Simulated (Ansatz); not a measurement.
C4H5 (SMILES C1[C@-]2C[C@H]12), charge -1, singlet, geometry from GFN2-xTB (a gas-phase anion, which may not be bound at this level); MP2/aug-cc-pVDZ (Ansatz, a first-principles code).

Input for Ansatz:
Ansatz 0.2 input:
```yaml
crystal:
  periodic: [false, false, false]
  atoms:
    - {symbol: C, position_ang: [0.01838829, 1.09261235, 0.31793151]}
    - {symbol: C, position_ang: [0.04322136, -1.09887314, 0.29296768]}
    - {symbol: C, position_ang: [0.86364242, 0.01454600, -0.41782223]}
    - {symbol: C, position_ang: [-0.64697488, -0.00242694, -0.43053395]}
    - {symbol: H, position_ang: [-0.11541859, 1.12684033, 1.41520083]}
    - {symbol: H, position_ang: [-0.00676947, 2.10157076, -0.11435886]}
    - {symbol: H, position_ang: [-0.08949244, -1.16110732, 1.38913817]}
    - {symbol: H, position_ang: [0.04081885, -2.09803459, -0.16219775]}
    - {symbol: H, position_ang: [-1.49880154, -0.00441880, -1.10304047]}
basis:
  gaussian:
    orbitals: aug-cc-pVDZ
total_charge: -1
magnetization: {spin_polarized: false}
correlation: {method: mp2}
```

Output, abridged:

```
Functional definition: HF
1375 factors; integrals over basis functions are off by at most 4.6e-4 eV
mean field evaluation 1: about -4194.4791 eV, gradient 2.5e1 eV
mean field evaluation 2: about -4194.4793 eV, gradient 2.5e1 eV
mean field evaluation 4: about -4196.6416 eV, gradient 4.7e0 eV
mean field evaluation 8: about -4196.7201 eV, gradient 2.2e-2 eV
mean field -4196.72010473 eV, -154.2266192098 hartree, gradient 2.6e-6 eV, S^2 0.000000; 0 other end points of the search recorded, 0 dependent functions left out
4 core orbitals not correlated
reference -4196.72010473 eV, -154.2266192098 hartree; 11, 11 occupied and 122, 122 virtual orbitals, 1375 factors
second order -16.02754017 eV of doubles, -0.00000000 eV of singles
Total energy: -4212.74764490 eV, -154.8156204473 hartree
```
